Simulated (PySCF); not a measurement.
Si(F)4(OH2)2 (F4H4O2Si), SMILES O->[Si](<-O)(F)(F)(F)F (connectivity only; charge and spin as stated), neutral, multiplicity 1.

Geometry optimised at PBE0-D3(BJ)/def2-SVP. The values are those of a single conformer.

Two levels are set side by side: TDDFT-PBE/def2-SVPD (PySCF) and TDDFT-M06-2X/def2-SVPD (PySCF). Vertical, same geometry. The lowest singlet is HOMO→LUMO 100 % with PBE and HOMO→LUMO 60 %, HOMO−3→LUMO+1 17 % with the other functional; states are paired by order. Differences are taken from unrounded values.

| quantity | TDDFT-M06-2X |
|---|---|
| lowest singlet excitation (eV) | 9.41 |
| lowest triplet excitation (TDA) (eV) | 9.10 |
| first bright state (f over 0.05) (eV) | 9.54 |
| its oscillator strength | 0.09 |

**Question.** What does TDDFT-PBE give, and how far is it from TDDFT-M06-2X? (Estimate from the structure and the level; the computed values follow.)

**Answer.** 
| quantity | TDDFT-PBE | TDDFT-PBE minus TDDFT-M06-2X |
|---|---|---|
| lowest singlet excitation (eV) | 7.12 | -2.29 |
| lowest triplet excitation (TDA) (eV) | 7.08 | -2.02 |
| first bright state (f over 0.05) (eV) | 7.71 | -1.83 |
| its oscillator strength | 0.05 | -0.04 |

Functionals without exact exchange tend to place singlet excitations lower, as here. Differences between two approximate levels are no errors against the true value.

Rough cost on one machine, each run with all the roots and properties that it gave: TDDFT-M06-2X against TDDFT-PBE about 20 times.
